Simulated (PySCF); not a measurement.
CH4I2OSi, SMILES C[Si](O)(I)I.

Coordinates come from a B3LYP-D3(BJ)/def2-SVP optimisation. The structure was generated by enumeration, and PubChem lists no compound with its InChIKey, so it may never have been made. The def2 effective core potentials stand for the cores of I; spin–orbit coupling is left out. Other conformers were not sampled.

The numbers are results of TDDFT-M06-2X/def2-SVPD run with PySCF, not measurements.

Vertical excitations. The molecule is in vacuum. State labels are in the subgroup Cs.

Computed lowest excited states:
```
state  symmetry  energy (eV)  λ (nm)      f                                                                main pairs
-----  --------  -----------  ------  -----  ------------------------------------------------------------------------
S1           A"         5.06     245  0.038                                                            HOMO→LUMO 91 %
S2           A"         5.26     236  0.006                                                          HOMO−1→LUMO 91 %
S3           A'         5.45     228  0.013                                                          HOMO−2→LUMO 90 %
S4           A'         5.61     221  0.007                                                          HOMO−3→LUMO 87 %
S5           A"         6.59     188  0.009                                                          HOMO→LUMO+1 81 %
S6           A"         6.77     183  0.072                                      HOMO−1→LUMO+1 46 %, HOMO−4→LUMO 39 %
S7           A'         6.83     182  0.005                                        HOMO→LUMO+2 59 %, HOMO→LUMO+5 13 %
S8           A"         6.98     178  0.050  HOMO−4→LUMO 26 %, HOMO−1→LUMO+1 20 %, HOMO→LUMO+3 13 %, HOMO→LUMO+6 12 %
S9           A'         7.02     177  0.061                                    HOMO−1→LUMO+2 39 %, HOMO−2→LUMO+1 33 %
S10          A"         7.06     176  0.133   HOMO→LUMO+6 28 %, HOMO→LUMO+3 23 %, HOMO−4→LUMO 14 %, HOMO−2→LUMO+2 8 %
T1           A"         4.66     266      0                                                            HOMO→LUMO 93 %
T2           A"         4.95     250      0                                                          HOMO−1→LUMO 91 %
T3           A'         5.11     243      0                                                          HOMO−2→LUMO 88 %
T4           A'         5.25     236      0                                                          HOMO−3→LUMO 84 %
```
Triplets are in the Tamm–Dancoff approximation, which puts them higher than full response would, so one can lie above its singlet here.
